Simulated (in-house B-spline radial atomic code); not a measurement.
A fraction x of an electron is removed from 3d in Sb, starting from [Kr] 4d10 5s2 5p3 and keeping the highest spin. All numbers are computed (scalar-relativistic (X2C) PBE0, spin-polarised, spherical fractional occupations; Fermi nucleus of rms radius 4.6802 fm) with a radial B-spline atomic code at the basis-set limit, not measured.

Caution: exact exchange at fractional occupations of open shells leaves self-interaction of up to several eV.

| x | E(x) - E(0) (eV) | 3d down level (eV) |
| --- | --- | --- |
| 0 | 0.0000 | -525.856 |
| 0.02 | 10.5245 | -526.596 |
| 0.17 | 89.9326 | -532.192 |
| 0.27 | ? | ? |
| 0.39 | 207.9291 | -540.529 |
| 0.5 | ? | ? |
| 0.53 | 283.9792 | -545.911 |
| 0.69 | 371.8215 | -552.131 |
| 0.81 | 438.3596 | -556.843 |
| 0.93 | 505.4655 | -561.595 |
| 1 | 544.8746 | -564.384 |

Q: What belongs in the row x = 0.27?

A: An energy change of 143.3401 eV; 3d down at -535.962 eV.

Q: What belongs in the row x = 0.5?

A: An energy change of 267.6192 eV; 3d down at -544.753 eV.

Q: Check Janak's theorem between x = 0.02 and 0.17.

A: The slope of the energy is 529.39 eV; the orbital levels give 529.39 eV (-ε of the emptying orbital, averaged over the two points).
